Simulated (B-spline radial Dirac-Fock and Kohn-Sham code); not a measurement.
## Relativistic shifts of the levels of Er²⁰⁺

System: erbium as Er²⁰⁺ in the configuration [Kr] 4d10 4f2.

Both columns are ΔSCF binding energies of the configuration average from a radial finite-basis atomic code: non-relativistic Hartree-Fock with a point nucleus, and Dirac-Fock with a finite nucleus and the Coulomb interaction alone, averaged over the two j levels with weights 2j+1.

| shell | Hartree-Fock (eV) | Dirac-Fock (eV) | shift (eV) | shift (%) |
| --- | --- | --- | --- | --- |
| 1s | 54411.1 | 58308.1 | +3896.92 | +7.16 |
| 2s | 9340.2 | 10355.1 | +1014.96 | +10.87 |
| 2p | 8919.7 | 9249.2 | +329.48 | +3.69 |
| 3s | 2554.8 | 2799.7 | +244.90 | +9.59 |
| 3p | 2364.4 | 2453.3 | +88.87 | +3.76 |
| 3d | 2013.7 | 1998.3 | -15.41 | -0.77 |
| 4s | 920.8 | 987.1 | +66.22 | +7.19 |
| 4p | 840.4 | 864.5 | +24.20 | +2.88 |
| 4d | 694.0 | 691.7 | -2.34 | -0.34 |
| 4f | 523.8 | 516.8 | -7.00 | -1.34 |

Relativity binds 1s, 2s, 2p, 3s, 3p, 4s, 4p more strongly, among those listed most of all 2s in relative terms, and 3d, 4d, 4f more weakly, because the contracted s and p shells screen the nucleus better.

Values without a named source are computed, but for edge energies of neutral atoms, which are taken from tables.
